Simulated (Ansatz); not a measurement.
A reaction path, image by image

GaH₃BrCl, singlet, from GaH₃BrCl ([ClH][GaH2][Br]) to GaH₃BrCl ([Cl][GaH2][BrH]); PBE0-D4/def2-SVP (Ansatz 0.2.0). Settings:

```yaml
hamiltonian: {xc: pbe0, dispersion: d4}
neb:
  images: 5
  climbing: true
  max_iterations: 40
  initial_path: idpp
```

First end:

Ga1  (-0.701, -0.401, 0.411)
Br2  (-0.998, 1.771, -0.430)
H3  (-1.200, -1.518, -0.549)
H4  (-0.361, -0.444, 1.928)
H5  (1.397, 0.875, -0.853)
Cl6  (1.863, -0.284, -0.508)
(Å)

Second end:

Ga1  (-0.255, -0.804, 0.435)
Br2  (-0.631, 1.867, -0.595)
H3  (-1.247, -1.508, -0.535)
H4  (-0.409, -0.436, 1.938)
H5  (0.732, 1.627, -0.953)
Cl6  (1.810, -0.746, -0.290)
(Å)

The ends were relaxed with PBE0-D4 in triple zeta, so they are not quite minima here (largest force components 0.20 and 0.09 eV/Å).

Energies along the converged band: It took 9 iterations. Path lengths are measured after rigid turns and shifts between images are taken out.
| image | path length (Å) | energy (kcal/mol) |
| --- | --- | --- |
| 0 | 0.00 | 0.00 |
| 1 | 0.29 | 0.35 |
| 2 | 0.58 | 2.59 |
| 3 (climbing) | 0.87 | 4.73 |
| 4 | 1.16 | 3.30 |
| 5 | 1.45 | 2.50 |
| 6 | 1.74 | 2.65 |
Energies count from the first end.

The images between the ends:
Image 1:
```xyz
6
angstrom
Ga -0.6285 -0.4440 0.4053
Br -0.8587 1.7639 -0.4739
H -1.1885 -1.5261 -0.5611
H -0.3433 -0.4441 1.9341
H 1.1760 0.8853 -0.7820
Cl 1.8428 -0.2350 -0.5225
```

Image 2:
```xyz
6
angstrom
Ga -0.5184 -0.5124 0.3977
Br -0.7190 1.7733 -0.5252
H -1.1886 -1.5228 -0.5723
H -0.3384 -0.4346 1.9379
H 0.9825 0.9235 -0.7330
Cl 1.7818 -0.2270 -0.5052
```

Image 3:
```xyz
6
angstrom
Ga -0.4067 -0.6014 0.3984
Br -0.6130 1.7981 -0.5718
H -1.2069 -1.5098 -0.5738
H -0.3556 -0.4203 1.9395
H 0.8201 1.0424 -0.7296
Cl 1.7619 -0.3090 -0.4629
```

Image 4:
```xyz
6
angstrom
Ga -0.3217 -0.6925 0.4091
Br -0.5928 1.8512 -0.6017
H -1.2247 -1.4986 -0.5663
H -0.3767 -0.4133 1.9374
H 0.7397 1.2104 -0.7752
Cl 1.7760 -0.4572 -0.4034
```

Image 5:
```xyz
6
angstrom
Ga -0.2784 -0.7662 0.4264
Br -0.6088 1.8907 -0.6134
H -1.2404 -1.5072 -0.5474
H -0.3975 -0.4283 1.9411
H 0.7329 1.4122 -0.8602
Cl 1.7923 -0.6011 -0.3465
```

The band counts as converged below 0.05 eV/Å. The run took about 80 s on 4 CPU threads of an Arm Neoverse V2 (shared host).
